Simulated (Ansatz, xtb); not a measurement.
## C5H2BrNS: which of two isomers lies lower

We compare I, `N#Cc1sccc1Br`, a singlet, with II, `N#Cc1cscc1Br`, a singlet. Both are isolated molecules in the gas phase, relaxed with PBE0-D3(BJ)/def2-SVP.

I (Å):

```xyz
10

C    -1.8459    0.4123    0.9426
C    -0.7966   -0.2055    0.2256
C     0.9110   -0.8158   -1.4492
C     0.9252   -1.6680   -0.3760
C    -0.0559   -1.3174    0.5864
Br   -0.3211   -2.2563    2.1733
N    -2.7093    0.9314    1.5190
S    -0.2762    0.4066   -1.3091
H     1.5516   -0.8482   -2.3300
H     1.6038   -2.5133   -0.2679
```

II (Å):

```json
{"atom": "C", "x (Å)": "-0.9332", "y (Å)": "0.8127", "z (Å)": "0.8607"}
{"atom": "C", "x (Å)": "-0.3196", "y (Å)": "-0.2177", "z (Å)": "0.0931"}
{"atom": "C", "x (Å)": "0.1822", "y (Å)": "-0.0311", "z (Å)": "-1.1773"}
{"atom": "C", "x (Å)": "0.4734", "y (Å)": "-2.3581", "z (Å)": "-0.3947"}
{"atom": "C", "x (Å)": "-0.1452", "y (Å)": "-1.5722", "z (Å)": "0.5376"}
{"atom": "Br", "x (Å)": "-0.7070", "y (Å)": "-2.1802", "z (Å)": "2.2094"}
{"atom": "N", "x (Å)": "-1.4309", "y (Å)": "1.6593", "z (Å)": "1.4767"}
{"atom": "S", "x (Å)": "0.8482", "y (Å)": "-1.4662", "z (Å)": "-1.8133"}
{"atom": "H", "x (Å)": "0.1814", "y (Å)": "0.8934", "z (Å)": "-1.7524"}
{"atom": "H", "x (Å)": "0.7240", "y (Å)": "-3.4138", "z (Å)": "-0.3120"}
```

Quicker runs give these differences E(II) − E(I): GFN2-xTB +0.024 eV; HF/STO-3G −0.005 eV (at GFN2-xTB geometries); r2SCAN-D4/def2-SVP +0.030 eV (at GFN2-xTB geometries).

Question: Which of the two would you expect CCSD(T)/def2-SVP + ΔMP2/def2-TZVPP electronic energies to favour?

Answer: CCSD(T)/def2-SVP + ΔMP2/def2-TZVPP gives E(II) − E(I) = −0.027 eV, slightly favouring structure II, which is too small a margin to settle the true order.

Level by level:

```
                             level              geometry  E(II) − E(I) (eV)  departure from the last row (eV)  job, with rough time for the two
                          GFN2-xTB              GFN2-xTB              +0.024                            +0.051              optimisation, 0.16 s
                         HF/STO-3G              GFN2-xTB              −0.005                            +0.022              single point, 0.96 s
                r2SCAN-D4/def2-SVP              GFN2-xTB              +0.030                            +0.057               single point, 7.8 s
              PBE0-D3(BJ)/def2-SVP  PBE0-D3(BJ)/def2-SVP              +0.010                            +0.038                optimisation, 67 s
                       HF/def2-SVP  PBE0-D3(BJ)/def2-SVP              −0.041                            −0.013           part of the CCSD(T) run
                      MP2/def2-SVP  PBE0-D3(BJ)/def2-SVP              +0.004                            +0.031           part of the CCSD(T) run
                  CCSD(T)/def2-SVP  PBE0-D3(BJ)/def2-SVP              −0.014                            +0.014                      single point
CCSD(T)/def2-SVP + ΔMP2/def2-TZVPP  PBE0-D3(BJ)/def2-SVP              −0.027                                               single point, 2.9 min
```

As drawn, both hold the same kinds of bond in the same numbers.

The largest departure from CCSD(T)/def2-SVP + ΔMP2/def2-TZVPP is that of r2SCAN-D4/def2-SVP, 0.057 eV. The last row adds to CCSD(T) the change of the MP2 difference between the two basis sets, here −0.014 eV.

With thermal terms from frequencies at re-optimised GFN2-xTB minima (ideal gas, soft modes damped towards free rotors, one conformer each, 298.15 K, 1 atm): on the last row, ΔE + ΔZPE = −0.029, ΔH = −0.030, ΔG = −0.029 eV.

The correlated steps freeze 20 core orbitals; the filled d shell of Br is correlated, in a basis made for valence electrons. Codes used: Ansatz 0.2.0, xtb 6.7.1; the last row on 2 threads of Arm Neoverse V1 on a shared host.
